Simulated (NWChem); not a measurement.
# C2H5BO; SMILES C=CBO

```xyz
9

B     -0.4574     0.6346     0.0015
H     -1.6537     0.5666     0.0034
C      0.4197    -0.6499     0.0018
C     -0.1295    -1.8749    -0.0014
H      1.5130    -0.5868     0.0040
H      0.4591    -2.7912    -0.0021
H     -1.2104    -2.0041    -0.0035
O      0.0586     1.8950    -0.0012
H      1.0287     1.8996    -0.0027
```
Atoms are numbered in this order, from 1.

All runs: NWChem. Pople sets run with spherical d functions. Coordinates come from a B3LYP/6-31G* (spherical d) optimisation. Level: PBE0/6-31+G*; rows give the wavelength of the field.

```json
[
 {"field": "static", "isotropic polarisability (bohr³)": "(withheld)", "anisotropy (bohr³)": "(withheld)"},
 {"field": "1065 nm", "isotropic polarisability (bohr³)": "42.6", "anisotropy (bohr³)": "29.4"},
 {"field": "589 nm", "isotropic polarisability (bohr³)": "43.8", "anisotropy (bohr³)": "31.0"}
]
```

Task: What belongs in the gaps?

Result: 
- static, isotropic polarisability (bohr³): 42.1
- static, anisotropy (bohr³): 28.8
